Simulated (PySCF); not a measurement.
H2S2, SMILES SS. Geometry optimised at B3LYP-D3(BJ)/def2-TZVP.

PySCF with TDA-B3LYP/def2-TZVPD puts the lowest singlet excitations at 4.62, 4.63, 5.77, 5.81, 6.42, 6.43 eV.

Problem. What are the lowest excitation roots from ADC(2)/aug-cc-pVDZ run with PySCF 2.14.0? (An estimate is asked for; the answer gives what the named calculation found.)

Solution. 5.00, 5.01, 5.95, 5.99, 6.87, 6.88 eV. S1 differs by 0.37 eV (second minus first; roots are paired by order, and the bases may differ).
